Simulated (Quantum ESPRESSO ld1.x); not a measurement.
Results of a calculation; reference values are marked as such.
Species: Au XLIV. Configuration: [Kr]. Level of theory: Dirac Kohn-Sham, PBE, spin-unpolarised, spherical densities, point nucleus (ld1.x of Quantum ESPRESSO 7.5). Some entries of the table are withheld. Estimate them.

orbital  occ.  eigenvalue (eV)  <r^2> (bohr^2)  <r> (bohr)
1s1/2       2         -82726.2       0.0003931     0.01686
2s1/2       2         -16289.7        0.005925     0.07039
2p1/2       2         -15706.5        0.004195     0.05794
2p3/2       4         -13868.8        0.005377     0.06647
3s1/2       2         -5351.75         0.03755      0.1810
3p1/2       2         -5095.99         0.03415      0.1712
3p3/2       4         -4677.71         0.04008      0.1860
3d3/2       4         -4263.87             (1)         (2)
3d5/2       6         -4173.10             (3)         (4)
4s1/2       2         -2480.79             (5)      0.3660
4p1/2       2         -2369.88          0.1487         (6)
4p3/2       4         -2235.62          0.1668         (7)

Answer. 
(1) 3d3/2 <r^2> (bohr^2): 0.03049
(2) 3d3/2 <r> (bohr): 0.1615
(3) 3d5/2 <r^2> (bohr^2): 0.03208
(4) 3d5/2 <r> (bohr): 0.1660
(5) 4s1/2 <r^2> (bohr^2): 0.1508
(6) 4p1/2 <r> (bohr): 0.3621
(7) 4p3/2 <r> (bohr): 0.3839
